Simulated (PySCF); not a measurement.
# Electron correlation in C (carbon, neutral)

[He] 2s1 2p3, high-spin 5S determinant (an excited configuration). Calculation: PySCF 2.14, in dyall-acv3z; scalar relativity by spin-free X2C-1e. Frozen: nothing; 6 electrons correlated; the 5 highest virtual orbitals of each spin left out.

```
  level  correlation energy (mhartree)
   CCSD                         -84.10
    (T)                          -0.48
CCSD(T)                         -84.58
```

Diagnostics: T1 = 0.0033, D1 = 0.0066, largest double amplitude 0.025.

Cost of the coupled-cluster step: about 13 core-seconds, for 6 correlated electrons.

Iterations:

```
CC2 = 0
CCSD nocc = (np.int64(5), np.int64(1)), nmo = (71, 71)
frozen orbitals [[71, 72, 73, 74, 75], [71, 72, 73, 74, 75]]
max_cycle = 100
direct = 0
conv_tol = 1e-08
conv_tol_normt = 1e-06
diis_space = 8
diis_start_cycle = 0
Init t2, MP2 energy = -0.0748884361967041
Init E_corr(UCCSD) = -0.0748884362118316
cycle = 1  E_corr(UCCSD) = -0.0823906894589328  dE = -0.00750225325  norm(t1,t2) = 0.0208871
cycle = 2  E_corr(UCCSD) = -0.0837004414985024  dE = -0.00130975204  norm(t1,t2) = 0.00601913
cycle = 3  E_corr(UCCSD) = -0.0841298293273783  dE = -0.000429387829  norm(t1,t2) = 0.00221372
cycle = 4  E_corr(UCCSD) = -0.0840941620628718  dE = 3.56672645e-05  norm(t1,t2) = 0.00039652
cycle = 5  E_corr(UCCSD) = -0.0840960719398865  dE = -1.90987701e-06  norm(t1,t2) = 3.1195e-05
cycle = 6  E_corr(UCCSD) = -0.0840956566090452  dE = 4.15330841e-07  norm(t1,t2) = 4.63937e-06
cycle = 7  E_corr(UCCSD) = -0.0840957008118683  dE = -4.42028231e-08  norm(t1,t2) = 5.6769e-07
cycle = 8  E_corr(UCCSD) = -0.0840956992422369  dE = 1.56963138e-09  norm(t1,t2) = 8.04041e-08
UCCSD converged
E(UCCSD) = -37.69783849998299  E_corr = -0.08409569924223692
UCCSD(T) correction = -0.000476690351685251
```
